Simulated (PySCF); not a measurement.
**From computed data to an observable: entropy of an ideal gas**

boron oxyfluoride (BFO), SMILES FB=O.

Coordinates come from a PBE-D3(BJ)/def2-TZVP optimisation.

PySCF with PBE-D3(BJ)/def2-TZVP gives the harmonic wavenumbers 491, 491, 991, 2067 cm⁻¹ and the rotational temperature 0.4403 K. The molar mass is 45.81 g/mol, the symmetry number 1, the spin multiplicity 1.

Problem. Work out the entropy at 298.15 K and 1 atm in the rigid-rotor, harmonic-oscillator model.

Solution. 
Translation (Sackur–Tetrode at 1 atm): S = R[1.5 ln M + 2.5 ln T − 1.16487] = 156.4 J/(mol K).
Rotation: q = T/(σ θ) = 677, S = R[ln q + 1] = 62.5 J/(mol K).
Vibration: with u = 1.4388 ν/T, each mode gives R[u/(e^u − 1) − ln(1 − e^−u)]:
```json
[
 {"ν (cm⁻¹)": "491", "modes": "2", "u": "2.37", "S (J/(mol K))": "5.70"},
 {"ν (cm⁻¹)": "991", "modes": "1", "u": "4.78", "S (J/(mol K))": "0.41"}
]
```
The stiffer modes add less than 0.005 each. Sum 6.1 J/(mol K).
Spin: R ln 1 = 0.0 J/(mol K).
Total 225.1 J/(mol K); the program's own thermochemistry gives 225.1. Translation makes up 70 % and vibration 3 %. Anharmonicity, hindered rotation and orbital degeneracy are left out.
